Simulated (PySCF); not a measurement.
Be²⁺ (beryllium, charge +2) across methods

1s2, closed-shell 1S. Calculation: PySCF 2.14, in dyall-av2z (11s7p2d, 42 functions); no relativity, point nucleus.

```
   method  E (hartree)  mean ε 1s (eV)  Σ⟨r²⟩ (bohr²)   ⟨S²⟩
   r2SCAN     -13.6574         -134.52         0.4682  0.000
      UHF    -13.61114         -154.21         0.4636  0.000
BHandHLYP     -13.6546         -143.96         0.4691  0.000
    B97-3     -13.6652         -138.61         0.4683  0.000
      PBE     -13.6194         -132.25         0.4741  0.000
     PBE0     -13.6285         -137.94         0.4709  0.000
     MN15     -13.6854         -138.13         0.4743  0.000
  wB97X-V     -13.6574         -139.95         0.4697  0.000
      LDA     -13.4445         -130.79         0.4808  0.000
```
